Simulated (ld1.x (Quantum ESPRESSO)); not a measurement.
What one change does to a pseudopotential (cobalt, TM semilocal)

* Element: Co (Z = 27)
* Generator: ld1.x (Quantum ESPRESSO) 7.5
* Type: norm-conserving Troullier–Martins (semilocal form)
* Functional: PBE
* Relativity: non-relativistic
* Frozen core: [Ar]
* Valence charge: 9
* Reference configuration: 3d7 4s1.75 4p0.25
* Partial waves: 4s (bound): rc 2.25 bohr; 3d (bound): rc 0.85 bohr; 4p (bound): rc 2.90 bohr
* Local potential: the p channel
* Core correction: Bessel-smoothed model core inside 0.40 bohr

Change: wave 4s (bound): rc 2.25 bohr becomes 4s (bound): rc 3.26 bohr.

Cutoffs: the cutoffs (Ry, on a coarse ladder) from which the occupation-weighted sum of valence levels, in a spherical-Bessel basis at the reference potential, stays within 10 and 1 mRy of its value at 400 Ry; they do not see the model core or the augmentation charge, which bear on the density cutoff. Errors are all-electron minus pseudo energies relative to the spin-unpolarised reference configuration.

Task: How do hardness, ghosts and transferability respond?

Result: The potential gets neither clearly harder nor softer (260 Ry and 300 Ry → 260 Ry and 300 Ry); the d channel sets the loose cutoff, while the largest relative change is in s, which becomes softer; of the 7 tests that both files solve, the error grows in 4 and shrinks in 3 by more than 15 % and 0.3 meV (median size 34.1 → 9.6 meV); neither file shows a bound ghost. A semilocal file is local in each channel, so a ghost entry of none says nothing of the separable form that plane-wave codes build from it.

```csv
quantity,base,changed
"cutoff, loose",260 Ry,260 Ry
"cutoff, tight",300 Ry,300 Ry
loose cutoff by channel (10 mRy a level),"s 8 Ry, d 230 Ry, p 6 Ry","s 6 Ry, d 230 Ry, p 6 Ry"
bound ghosts,none,none
"error for 3d7 4s2 4p0, meV [ΔE -1.02 eV]",-0.1,-0.5
"error for 3d7 4s1 4p0, meV [ΔE 7.86 eV]",-5.4,-3.0
"error for 3d7 4s0 4p0, meV [ΔE 24.40 eV]",-44,-100
"error for 3d7.5 4s1.5 4p0, meV [ΔE -2.17 eV]",-34,-9.6
"error for 3d7 4s1 4p1, meV [ΔE 3.18 eV]",-1.0,-6.2
"error for 3d6 4s2 4p0, meV [ΔE 14.52 eV]",-203,+51
"error for 3d6 4s0 4p0, meV [ΔE 60.50 eV]",-142,-508
```
